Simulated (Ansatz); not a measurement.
Consider the redistribution: `[NH2][GeH]` + `O[SiH](S)[GeH3]` → `[NH2][Ge][SH]` + `O[SiH2][GeH3]`.

Gas-phase electronic energies from Ansatz, PBE0-D4/def2-TZVP geometries. CCSD(T)/CBS adds triple-zeta CCSD(T) − MP2 to the extrapolated MP2 energy (def2 sets, frozen cores). For Ge outer-core shells are correlated without core-valence functions, which leaves a few kJ/mol of doubt a bond. Scalar relativity is left out up to krypton. Each species was taken in one conformer, which may not be the lowest.

`[NH2][GeH]`:

Z-matrix (Å, degrees):
```
N
Ge 1 1.816
H 1 1.008 2 121.9
H 1 1.007 2 125.6 3 180.0
H 2 1.602 1 92.6 3 180.0
```

`O[SiH](S)[GeH3]`:

Z-matrix (Å, degrees):
```
Si
S 1 2.125
Ge 1 2.383 2 110.6
O 1 1.649 2 109.2 3 -122.2
H 1 1.487 2 103.2 3 119.0
H 2 1.344 1 94.8 3 51.8
H 3 1.536 1 110.8 2 70.8
H 3 1.539 1 109.8 2 -49.3
H 3 1.542 1 111.3 2 -168.6
H 4 0.959 1 117.4 2 162.1
```

`[NH2][Ge][SH]`:

```xyz
6

N     0.081    0.422    1.174
Ge   -1.076   -0.110   -0.123
S     0.525   -0.553   -1.649
H     1.086    0.460    1.108
H    -0.259    0.721    2.074
H    -0.357   -0.940   -2.584
```

`O[SiH2][GeH3]`:

Cartesian coordinates in Å:
```
O -1.641 -0.979 0.395
Si -0.010 -0.759 0.543
Ge 0.537 1.166 -0.735
H -2.033 -1.724 0.854
H 0.383 -0.566 1.968
H 0.743 -1.946 0.042
H 2.050 1.432 -0.643
H -0.201 2.407 -0.209
H 0.172 0.970 -2.215
```

| species | HF/def2-TZVPP energy (Eh) |
| --- | --- |
| `[NH2][GeH]` | -2131.57904 |
| `O[SiH](S)[GeH3]` | -2840.32337 |
| `[NH2][Ge][SH]` | -2529.17748 |
| `O[SiH2][GeH3]` | -2442.74156 |

Work out ΔE.

ΔE = (-2529.17748) + (-2442.74156) − (-2131.57904) − (-2840.32337) = -0.01663 Eh = -0.45 eV. CCSD(T)/CBS gives -0.40 eV.

Largest T1 diagnostic among the species: 0.015.

The D4 term adds +0.03 eV with B3LYP and +0.02 eV with PBE0; it sums over pairs of atoms, weighted by their polarisabilities, and B3LYP, whose exchange is more repulsive, gets the larger term. In def2-TZVPP, CCSD(T) changes the Hartree–Fock value by +0.06 eV (the triples alone add +0.00 eV) and MP2 by +0.04 eV.

B3LYP here is the variant with VWN-RPA as its local correlation; programs differ in this.
